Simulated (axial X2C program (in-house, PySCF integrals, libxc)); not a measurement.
## Low determinants of CoP⁺ at the PBE0 level, with spin–orbit coupling

Computed with an in-house all-electron X2C program for linear molecules (integrals from PySCF). Two-component (2c) means X2C with spin–orbit coupling and atomic mean-field two-electron Coulomb and Gaunt terms. Basis: Co dyall-cv3z [9s10p6d3f2g], P dyall-v3z [8s7p2d1f] (cores contracted in-house); Gaussian nuclei, density fitting, unrestricted open shells. Masses: Co 58.933 u, P 30.974 u.

Search at 2.129 Å (vertical energies from the lowest determinant):

```json
{"ΔE (eV)": "0.00", "state": "Ω = 5/2", "electrons beyond evenly filled partner blocks": "ω = 5/2", "electrons in ±ω = 1/2, 3/2, 5/2, 7/2": "30 10 1 0"}
{"ΔE (eV)": "0.12", "state": "Ω = 3/2", "electrons beyond evenly filled partner blocks": "ω = 3/2", "electrons in ±ω = 1/2, 3/2, 5/2, 7/2": "30 9 2 0"}
{"ΔE (eV)": "0.17", "state": "Ω = 7/2", "electrons beyond evenly filled partner blocks": "2 × ω = 1/2, ω = 5/2", "electrons in ±ω = 1/2, 3/2, 5/2, 7/2": "30 10 1 0"}
{"ΔE (eV)": "0.35", "state": "Ω = 5/2", "electrons beyond evenly filled partner blocks": "ω = -1/2, 2 × ω = 3/2", "electrons in ±ω = 1/2, 3/2, 5/2, 7/2": "29 10 2 0"}
{"ΔE (eV)": "0.37", "state": "Ω = 3/2", "electrons beyond evenly filled partner blocks": "ω = 1/2, ω = -3/2, ω = 5/2", "electrons in ±ω = 1/2, 3/2, 5/2, 7/2": "29 11 1 0"}
{"ΔE (eV)": "0.43", "state": "Ω = 1/2", "electrons beyond evenly filled partner blocks": "2 × ω = -1/2, ω = 3/2", "electrons in ±ω = 1/2, 3/2, 5/2, 7/2": "30 9 2 0"}
{"ΔE (eV)": "0.48", "state": "Ω = 9/2", "electrons beyond evenly filled partner blocks": "ω = 1/2, ω = 3/2, ω = 5/2", "electrons in ±ω = 1/2, 3/2, 5/2, 7/2": "29 11 1 0"}
```

Lowest determinant, Ω = 5/2 (⟨Sz⟩ = 0.50, ⟨Lz⟩ = 2.00 at PBE0): Re = 2.127 Å, ωe = 379.0 cm⁻¹.

The determinant in row 2 of the search, Ω = 3/2 (⟨Sz⟩ = -0.50, ⟨Lz⟩ = 2.00 at PBE0), was followed along the bond at PBE0; measured from the minimum of the lowest determinant it gives:

Te = 0.123 eV (991 cm⁻¹), Re = 2.127 Å, ωe = 379.2 cm⁻¹.

Task: Compare the bond of the determinant in row 2 with that of the lowest one.

Result: At PBE0 its Re is the same within 0.001 Å and its force constant, which goes as ωe², is 1.00 times that of the lowest determinant. T0 ≈ Te + Δωe/2 = 991 + (0) = 991 cm⁻¹.

The search compares states at one distance, so a state with another bond length can lie lower; it is not exhaustive and yields mostly the lowest determinant of each block pattern, so other components and higher states of one pattern are missing. These are energies of single determinants, not of spin-adapted states; PBE0 term energies can be off by some tenths of an eV, and the functional has no current term. The lowest determinant need not be the ground state where others lie within half an eV.
